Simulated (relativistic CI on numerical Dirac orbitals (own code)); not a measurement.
Method of calculation: Dirac-Coulomb-Breit CI, orbitals from a KLI potential per configuration, QED by a radiative potential, unscaled Slater integrals (own radial code, finite nucleus).

CI space (outside the closed core [Ne]): 3s2.3p6.3d5, 3s2.3p5.3d6, 3s2.3p4.3d7, 3s.3p6.3d6, 3p6.3d7, 3s.3p5.3d7, 3s2.3p6.3d4.4s, 3s2.3p6.3d4.4p, 3s2.3p4.3d6.4s, 3s2.3p6.3d4.4d, 3s2.3p4.3d6.4p, 3s2.3p5.3d5.4s, 3s2.3p6.3d4.4f, 3s.3p5.3d6.4s, 3s2.3p5.3d5.4p, 3s.3p5.3d6.4p, 3p6.3d6.4s, 3s2.3p6.3d3.4s2, 3p6.3d6.4p, 3s2.3p6.3d3.4s.4p, 3s2.3p6.3d4.5s, 3p6.3d5.4s2. Levels of other configurations are missing.

At this charge energies of transitions that change n are usually good to better than 1 %, and those within a shell (Δn = 0) to a few per cent.

Outline of the computed level scheme of Dy XLIV. Lowest level of each configuration: 3s2.3p6.3d5 4P_5/2 at 0.000 eV; 3s2.3p5.3d6 6F°_11/2 at 300.240 eV.

Some strong electric-dipole decays among the lowest 45 levels: 3s2.3p5.3d6 4D°_7/2 → 3s2.3p6.3d5 4P_5/2 (4.4e+11 s⁻¹); 3s2.3p5.3d6 4D°_7/2 → 3s2.3p6.3d5 4P_5/2 (7.4e+10 s⁻¹); 3s2.3p5.3d6 6F°_11/2 → 3s2.3p6.3d5 2H_11/2 (4.3e+09 s⁻¹); 3s2.3p5.3d6 6F°_11/2 → 3s2.3p6.3d5 4G_9/2 (4.2e+09 s⁻¹); 3s2.3p5.3d6 4P°_5/2 → 3s2.3p6.3d5 6S_5/2 (3.5e+09 s⁻¹); 3s2.3p5.3d6 4F°_9/2 → 3s2.3p6.3d5 4G_7/2 (3.4e+09 s⁻¹); 3s2.3p5.3d6 6F°_9/2 → 3s2.3p6.3d5 4G_7/2 (3.4e+09 s⁻¹); 3s2.3p5.3d6 4D°_7/2 → 3s2.3p6.3d5 4G_9/2 (3.1e+09 s⁻¹).

LS names give the leading component of a level, which can be under half, so a name can repeat, a term be missing and a line seem to break the LS rules.
